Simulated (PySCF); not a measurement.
C₄H₁₃PSi₂.
SMILES: `P[SiH2][SiH2]C1CCC1`

Torsions of this conformer, `[PH2:1][SiH2:2][SiH2:3][CH:4]1[CH2:5][CH2:6][CH2:7]1`: P1–Si2–Si3–C4 177°, Si2–Si3–C4–C5 -168°, H–P1–Si2–Si3 -46°, H–P1–Si2–Si3 48°.

The closed-shell ground state was solved at several levels (PySCF, density fitting, gas phase, non-relativistic). One conformer (not necessarily the lowest) at the PBE0-D3(BJ)/def2-SVP geometry, without solvent, vibrations or thermal averaging.

| level | basis functions | total energy (Eh) | HOMO (eV) | LUMO (eV) | gap (eV) | dipole (D) |
| --- | --- | --- | --- | --- | --- | --- |
| PBE0/pcSseg-1 | 205 | -1079.9338 | -7.13 | -0.16 | 6.97 | 1.97 |
| CAM-B3LYP/def2-SVPD | 256 | -1080.0799 | -8.28 | 0.81 | 9.09 | 1.67 |

Problem. What might wB97X-D/pcSseg-1 (205 basis functions) give for the same quantities?

Solution. Total energy -1080.4435 Eh, HOMO -8.90 eV, LUMO 1.50 eV, gap 10.40 eV, dipole 2.04 D.

Problem. Over all these levels, which gives the widest orbital gap and which the narrowest?

Solution. wB97X-D/pcSseg-1 (range-separated hybrid) has the widest, 10.40 eV, and PBE0/pcSseg-1 (global hybrid, 25 % exact exchange) the narrowest, 6.97 eV. The two share the basis. From the narrowest to the widest the HOMO moves by -1.77 eV and the LUMO by +1.66 eV.

Problem. How far do the dipole and the HOMO energy spread over the levels?

Solution. The dipole runs from 1.67 to 2.04 D (mean 1.89 D) and the HOMO from -8.90 to -7.13 eV.

Note: wB97X-D ran without an empirical dispersion term, which enters the total energy and its gradient alone.
